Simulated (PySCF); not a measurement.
```csv
wavenumber (cm⁻¹),absorption (km/mol per cm⁻¹)
0,0.003
9,0.003
19,0.003
28,0.003
38,0.004
47,0.004
57,0.005
66,0.007
76,0.012
85,0.029
95,0.089
104,0.042
114,0.016
123,0.010
133,0.008
142,0.007
152,0.006
161,0.007
171,0.007
180,0.007
190,0.008
199,0.008
209,0.009
218,0.010
228,0.011
237,0.012
247,0.014
256,0.017
266,0.020
275,0.024
285,0.030
294,0.040
304,0.057
313,0.091
323,0.177
332,0.487
342,1.401
351,0.529
361,0.199
370,0.115
380,0.090
389,0.085
399,0.093
408,0.113
418,0.153
427,0.229
437,0.393
446,0.832
456,2.521
465,6.354
475,2.042
484,0.719
494,0.351
503,0.206
513,0.135
522,0.095
532,0.071
541,0.055
551,0.044
560,0.036
```

This is the computed harmonic infrared spectrum of doublet AlBr₂, Lorentzian lines of 14 cm⁻¹ full width. These are results of UPBE0 in PySCF with Al def2-TZVP, Br def2-TZVP; no relativity; density-fitted integrals, not measurements.

Q: Which bands make it up, and how are they assigned?

A: In C2v symmetry, counting bands above 1 % of the strongest: 96 cm⁻¹ (a1, 2.0 km/mol); 342 cm⁻¹ (a1, 30 km/mol); 465 cm⁻¹ (b2, 141 km/mol).

Other isomers or separated fragments may lie lower.
